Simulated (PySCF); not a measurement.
Species: C2H4AlCl2Ga.
Atom-mapped SMILES: `[CH:1]#[C:2][GaH-:3]1[Cl+:4][AlH2-:5][Cl+:6]1` (hydrogens: H7 on C1; H8 on Ga3; H9, H10 on Al5)

A GFN2-xTB structure with every atom displaced at random (by about 0.01 Å) was refined with PBE0-D3(BJ)/def2-SVP geometry optimisation, gas phase in PySCF 2.14.0. Values at the start:

```tsv
coordinate	start
C1≡C2	1.241 Å
C1–H7	1.035 Å
C2–Ga3	1.961 Å
Ga3–Cl4	2.250 Å
Ga3–H8	1.546 Å
Cl4–Al5	2.199 Å
Al5–Cl6	2.191 Å
Al5–H9	1.535 Å
Al5–H10	1.543 Å
C1–C2–Ga3	178.8°
C2–Ga3–Cl4	109.7°
Ga3–Cl4–Al5	89.9°
Cl4–Ga3–Cl6	88.6°
Cl4–Al5–Cl6	92.1°
C2–Ga3–Cl4–Al5	111°
C2–Ga3–Cl6–Al5	-110°
Ga3–Cl4–Al5–Cl6	0°
Cl4–Al5–Cl6–Ga3	0°
```

Question: How do these coordinates change at the PBE0-D3(BJ)/def2-SVP level?

Answer: 
| coordinate | PBE0-D3(BJ)/def2-SVP (Å or °) | change |
| --- | --- | --- |
| Al5–Cl6 | 2.314 | +0.123 |
| Ga3–Cl4 | 2.372 | +0.122 |
| Cl4–Al5 | 2.313 | +0.114 |
| C2–Ga3 | 1.900 | -0.061 |
| Al5–H9 | 1.578 | +0.043 |
| C1–H7 | 1.076 | +0.041 |
| Al5–H10 | 1.578 | +0.035 |
| C1≡C2 | 1.218 | -0.023 |
| Ga3–H8 | 1.544 | -0.002 |
| C2–Ga3–Cl4 | 106.0 | -3.7 |
| Cl4–Al5–Cl6 | 91.1 | -1.0 |
| C1–C2–Ga3 | 179.6 | +0.8 |
| Ga3–Cl4–Al5 | 90.2 | +0.3 |
| Cl4–Ga3–Cl6 | 88.3 | -0.3 |
| C2–Ga3–Cl4–Al5 | 105 | -6 |
| C2–Ga3–Cl6–Al5 | -105 | +5 |
| Cl4–Al5–Cl6–Ga3 | -2 | -2 |
| Ga3–Cl4–Al5–Cl6 | 2 | +2 |

The energy falls by 38.1 kJ/mol over 13 energy and gradient evaluations, the largest force component goes from 0.0705 to 2.6e-04 Eh/bohr, and the atoms move by 0.119 Å rms after alignment. Among the bonds, Ga3–Cl4 and Al5–Cl6 change most and about equally (+0.122 to +0.123 Å). Bonds longer at the end by more than 0.005 Å: 7 of 10; shorter: 2. Rotational constants go from 2005, 1009, 845.2 to 1793, 990.8, 828.5 MHz.

The run used 134 basis functions and 87 SCF cycles in all. Hardware: one thread, Arm Neoverse V1 (aarch64), no GPU, shared host with 64 logical CPUs at a one-minute load of 23.

Whether it is a minimum is left open (no frequencies).
